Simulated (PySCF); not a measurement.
Coordinates in bohr (charge 0 multiplicity 1):
```
Se    0.0000    0.0000    0.0000
O     3.0264    0.0000    0.0000
O    -1.5132    2.6209    0.0000
O    -1.5132   -2.6209    0.0000
```

These are results of B3LYP in PySCF with Se def2-TZVP, O def2-TZVP; no relativity; density-fitted integrals, not measurements.

This geometry of SeO₃ is a stationary point at this level.

Task: What is the point group?

Result: D3h.

Task: Is it a minimum?

Result: Yes: all harmonic wavenumbers are real.

Task: List the harmonic modes with their infrared intensities.

Result: 
| symmetry | ω (cm⁻¹) | IR (km/mol, summed over degenerate members) | type |
| --- | --- | --- | --- |
| a2'' | 262 | 27.4 | bend |
| e' | 349 | 50.1 | bend |
| a1' | 911 | 0.0 | stretch |
| e' | 1024 | 171 | stretch |

Task: What are the dipole moment and the gap between the highest occupied and lowest empty levels?

Result: 0.00 D and 5.83 eV.

In D3h the vibrations span a2'' + 2e' + a1'. The a1' mode carries no infrared intensity, as symmetry demands.
